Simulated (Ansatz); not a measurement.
Program: Ansatz 0.2.0.

A structure relaxed at PBE0-D4/def2-TZVP, charge 0, multiplicity 1:

```xyz
8

F    -0.833   -1.779    0.988
C    -0.486   -0.487    0.669
Si   -0.457    0.206   -1.079
In    1.381    0.728    0.554
H    -1.044    0.203    1.326
H     0.253   -0.755   -1.973
H    -1.653    0.725   -1.811
H     2.839    1.160    1.326
```

Question: Give its formula and SMILES.

Answer: CH4FInSi, `F[CH]1[SiH2][InH]1`.

Question: Summarise the bond lengths by kind.

Answer: 1 × C–F 1.375 Å; 1 × C–Si 1.881 Å; 1 × C–In 2.231 Å; 1 × C–H 1.104 Å; 1 × In–Si 2.514 Å; 2 × H–Si 1.493 to 1.496 Å; 1 × H–In 1.705 Å.
